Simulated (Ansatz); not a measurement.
Geometry optimisation, RKS B3LYP/6-31G* (Ansatz 0.2.0).

Input:

```yaml
crystal:
  periodic: [false, false, false]
  atoms:
    - { symbol: B, position_ang: [-0.061152, 0.139905, 0.18901] }
    - { symbol: C, position_ang: [-0.086204, 0.191198, 1.781606] }
    - { symbol: H, position_ang: [-1.02645, -0.15127, 2.238186] }
    - { symbol: H, position_ang: [0.746064, -0.364035, 2.230411] }
    - { symbol: H, position_ang: [0.048234, 1.23473, 2.101684] }
    - { symbol: H, position_ang: [0.96265, 0.239876, -0.420675] }
    - { symbol: "N", position_ang: [-1.261271, 0.138964, -0.549504] }
    - { symbol: H, position_ang: [-2.179249, 0.15749, -0.123104] }
    - { symbol: H, position_ang: [-1.286174, 0.253478, -1.553417] }
    - { symbol: O, position_ang: [0.065339, -2.466067, 0.398149] }
    - { symbol: H, position_ang: [-0.655606, -2.175286, -0.181737] }
    - { symbol: H, position_ang: [-0.171482, -2.065384, 1.266091] }
basis:
  gaussian: { orbitals: "6-31G*" }
hamiltonian:
  xc: b3lyp
relax:
  f_tol: 0.03
  max_steps: 50
```

Command:

```bash
$ ansatz run input.yaml --threads 1 --pin off --max-ram 2048MiB --backend cpu --events-out ev --progress --plain --runs-dir out
```

Task: Where does it end, and by what steps?

Result: It converged. After 17 steps the energy has fallen by 0.129 eV; H12 moved furthest, 0.92 Å.

```
step  energy less start (eV)  largest force component (eV/Å)  accepted
   0                  0.0000                           0.708       yes
   1                 -0.0697                           0.315       yes
   2                 -0.0295                           1.664        no
   3                 -0.0884                           0.290       yes
   4                 -0.0977                           0.499       yes
   5                 -0.1082                           0.377       yes
   6                 -0.1188                           0.202       yes
   7                 -0.1126                           0.471        no
   8                 -0.1230                           0.244       yes
   9                 -0.1241                           0.198       yes
  10                 -0.1259                           0.191       yes
  11                 -0.1257                           0.277        no
  12                 -0.1275                           0.091       yes
  13                 -0.1275                           0.282       yes
  14                 -0.1289                           0.060       yes
  15                 -0.1289                           0.063       yes
  16                 -0.1291                           0.036       yes
  17                 -0.1292                           0.016       yes
```

```xyz
12
Properties=species:S:1:pos:R:3
B -0.067 0.358 0.258
C -0.089 0.480 1.829
H -1.075 0.324 2.287
H 0.610 -0.242 2.274
H 0.270 1.470 2.141
H 0.942 0.507 -0.371
N -1.229 0.056 -0.477
H -2.148 -0.010 -0.056
H -1.253 0.038 -1.488
O -0.028 -2.840 0.120
H -0.528 -2.061 -0.179
H -0.310 -2.949 1.040
```

Run time: 50 s on 1 thread of Arm Neoverse V2 (shared host), peak memory 0.14 GiB.
